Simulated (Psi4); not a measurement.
MP2, SCS-MP2 and SOS-MP2 from spin components

System: H$_{3}$BO, singlet, at a GFN2-xTB geometry. Level: MP2/def2-TZVP (Psi4). Sums are taken with unrounded values, so a last digit can differ.

Input for Psi4:
```
memory 2 GB

molecule mol {
0 1
B    -0.440589   -0.544823    0.063087
H    -0.342800   -1.270403    0.978173
H    -1.267257   -0.704566   -0.765188
O     0.429648    0.454221    0.023073
H     0.375815    1.065317   -0.712999
}

set {
  basis def2-tzvp
  reference rhf
  freeze_core true
}

energy('mp2')
print_variables()
```

It gave an SCF energy of -101.370432 Eh, a same-spin correlation energy of -0.077431 Eh and an opposite-spin one of -0.263589 Eh.

Task: Work out the MP2, SCS-MP2 (6/5 and 1/3) and SOS-MP2 (1.3 and 0) correlation and total energies.

Result: MP2: -0.263589 + (-0.077431) = -0.341020 Eh, total -101.711451 Eh, as the program printed. SCS-MP2: 1.2 × (-0.263589) + (-0.077431)/3 = -0.342117 Eh, total -101.712548 Eh. SOS-MP2: 1.3 × (-0.263589) = -0.342665 Eh, total -101.713097 Eh. Opposite spins carry 77 % of the MP2 correlation; same-spin pairs are already kept apart by exchange.
